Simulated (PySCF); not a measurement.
B(OH)(SeH)2 (BH₃OSe₂), SMILES [SeH]B(O)[SeH].

Geometry optimised at PBE0-D3(BJ)/def2-SVP. This is a generated structure with no PubChem entry under its InChIKey; it may be hypothetical. One conformer was computed; it need not be the lowest.

All values below come from CAM-B3LYP/def2-TZVP run with PySCF.

Symmetry labels are those of the subgroup Cs that the program uses (full group Cs).

Computed valence orbital energies around the gap with their symmetry:
```json
[
 {"orbital": "HOMO−7", "symmetry": "A'", "energy (eV)": "-14.21"},
 {"orbital": "HOMO−6", "symmetry": "A'", "energy (eV)": "-13.50"},
 {"orbital": "HOMO−5", "symmetry": "A\"", "energy (eV)": "-12.83"},
 {"orbital": "HOMO−4", "symmetry": "A'", "energy (eV)": "-12.52"},
 {"orbital": "HOMO−3", "symmetry": "A'", "energy (eV)": "-11.03"},
 {"orbital": "HOMO−2", "symmetry": "A'", "energy (eV)": "-9.86"},
 {"orbital": "HOMO−1", "symmetry": "A\"", "energy (eV)": "-9.14"},
 {"orbital": "HOMO", "symmetry": "A\"", "energy (eV)": "-8.23"},
 {"orbital": "LUMO", "symmetry": "A'", "energy (eV)": "0.46"},
 {"orbital": "LUMO+1", "symmetry": "A\"", "energy (eV)": "1.04"},
 {"orbital": "LUMO+2", "symmetry": "A'", "energy (eV)": "1.48"},
 {"orbital": "LUMO+3", "symmetry": "A'", "energy (eV)": "1.75"}
]
```
